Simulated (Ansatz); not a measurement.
The cluster GaSn6⁺. Charge 1, multiplicity 1. Geometry B3LYP-D4/def2-SVP, basis def2-TZVP, Ansatz.

```xyz
7

Ga    0.485   -3.418    0.854
Sn   -1.646   -1.230    0.272
Sn   -0.118    0.919    1.597
Sn   -1.925    1.980   -0.567
Sn   -0.008    0.035   -1.832
Sn    1.290    2.444   -0.583
Sn    1.923   -0.730    0.258
```

| run | HOMO (eV) | LUMO (eV) |
| --- | --- | --- |
| A | -8.44 | -7.15 |
| B | -8.73 | -7.28 |
| C | -8.31 | -7.08 |
| D | -8.52 | -7.24 |
| E | -9.19 | -6.71 |

In the def2 sets Sn takes a core potential; there is no spin–orbit coupling. The structure comes from a short search, and lower isomers may exist.

**Question.** The runs used BLYP, PBE, PBE0, r2SCAN, revPBE. Estimate which is which.

**Answer.** A revPBE (0 % exact exchange); B r2SCAN (0 % exact exchange); C BLYP (0 % exact exchange); D PBE (0 % exact exchange); E PBE0 (25 % exact exchange). Exact exchange lowers occupied and raises empty levels; among semilocal functionals meta-GGAs tend to open the gap a little, and such runs are hard to tell apart. The gap grows from 1.24 eV (BLYP) to 2.48 eV (PBE0). The restricted singlet is unstable towards broken spin symmetry in Hartree–Fock (as tested in another run); at revPBE-D4/def2-TZVP, r2SCAN-D4/def2-TZVP, BLYP-D4/def2-TZVP, PBE-D4/def2-TZVP and others this wasn't settled.
